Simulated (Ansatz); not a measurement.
Geometry optimisation, UKS LDA/def2-SVP (Ansatz).

The input (input.yaml):

```yaml
crystal:
  periodic: [false, false, false]
  atoms:
    - { symbol: Cl, position_ang: [-2.14672, -0.97486, 0.92483] }
    - { symbol: B, position_ang: [-0.70739, -0.76069, 0.01287] }
    - { symbol: C, position_ang: [0.60786, -0.20103, 0.6287] }
    - { symbol: Al, position_ang: [-0.04363, 0.68863, -1.169] }
    - { symbol: H, position_ang: [-0.47567, -1.8433, -0.36551] }
    - { symbol: H, position_ang: [0.82516, -0.19499, 1.69801] }
    - { symbol: H, position_ang: [-0.06514, 1.91591, -2.18275] }
magnetization:
  spin_polarized: true
basis:
  gaussian: { orbitals: def2-SVP }
hamiltonian:
  xc: lda
relax:
  f_tol: 0.02
  max_steps: 50
```

Launched with:

```bash
$ ansatz run input.yaml --threads 2 --pin off --max-ram 3072MiB --backend cpu --events-out ev --progress --plain --runs-dir out
```

Question: Where does it end, and by what steps?

Answer: The run converged. After 11 steps the energy has fallen by 3.340 eV; H5 moved furthest, 1.54 Å. Joined: Al4–H5 (2.69 → 1.80 Å).

```tsv
step	energy less start (eV)	largest force component (eV/Å)	accepted
0	0.0000	3.216	yes
1	-1.0711	1.721	yes
2	-1.7788	1.469	yes
3	-2.2327	1.293	yes
4	-2.5709	0.972	yes
5	-2.8381	0.694	yes
6	-3.0632	0.568	yes
7	-3.2085	0.379	yes
8	-3.3019	0.297	yes
9	-3.3395	0.038	yes
10	-3.3399	0.041	yes
11	-3.3401	0.013	yes
```

```xyz
7
Properties=species:S:1:pos:R:3
Cl -1.896 -1.906 1.084
B -0.797 -0.755 0.346
C 0.369 0.031 0.749
Al 0.243 0.566 -0.981
H -1.152 -0.577 -0.909
H 0.903 0.104 1.705
H 0.325 1.168 -2.447
```

Whether the end is a true minimum wasn't checked by a vibrational analysis.

Time of the run: 28 s on 2 threads of Arm Neoverse N1, with other jobs on the host, peak memory 0.16 GiB.
